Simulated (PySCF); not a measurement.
## How methods differ on the excitation energy of In⁺

In⁺ [Kr] 4d10 5s2 (1S) → In⁺ [Kr] 4d10 5s1 5p1 (3P), as a difference of total energies. All numbers are calculated (PySCF 2.14, the spin-free X2C one-electron Hamiltonian (Gaussian nucleus), in dyall-acv2z). Correlated levels: valence: [Kr] 4d10 frozen; valence and next inner shell: [Ar] 3d10 frozen; virtual orbitals above 40 to 60 times the deepest correlated orbital energy dropped. The calculations carry no spin-orbit coupling.

```
                                method  excitation energy (eV)  error (eV)
                                   UHF                   4.125      -1.406
                                   LDA                   6.010      +0.479
                                   PBE                   5.746      +0.215
                                  PBE0                   5.417      -0.114
                                r2SCAN                   5.333      -0.198
                         MP2 (valence)                   4.691      -0.840
                     SCS-MP2 (valence)                   4.850      -0.681
    MP2 (valence and next inner shell)                   5.630      +0.099
SCS-MP2 (valence and next inner shell)                   5.650      +0.119
```

Reference: 5.531 eV (measured; NIST levels, between the centres of gravity of the two terms).
